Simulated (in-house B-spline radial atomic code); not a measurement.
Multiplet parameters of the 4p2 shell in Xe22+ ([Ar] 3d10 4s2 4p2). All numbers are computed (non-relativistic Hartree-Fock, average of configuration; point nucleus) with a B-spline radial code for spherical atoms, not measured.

Slater integrals: F^2 = 155046 cm⁻¹. Central-field spin-orbit parameter ζ(4p) = 81840 cm⁻¹ (bare central field on non-relativistic orbitals, without two-electron terms: too large for light atoms, too small for heavy ones).

With F₂ = F^2/25 = 6202 cm⁻¹:

Q: Where do the terms lie in LS coupling, without spin-orbit interaction?

A: In cm⁻¹ above the Hund's-rule term:
| term | expression | energy |
| --- | --- | --- |
| 3P | 0 F₂ | 0 |
| 1D | 6 F₂ | 37211 |
| 1S | 15 F₂ | 93028 |

Q: How far can these numbers be trusted?

A: Fits to spectra need these integrals scaled down, since correlation screens the repulsion. Here ζ is 13.20 times F₂, so spin-orbit coupling rivals the gaps between some terms: low levels can stay fairly pure, while close terms of equal J mix strongly.
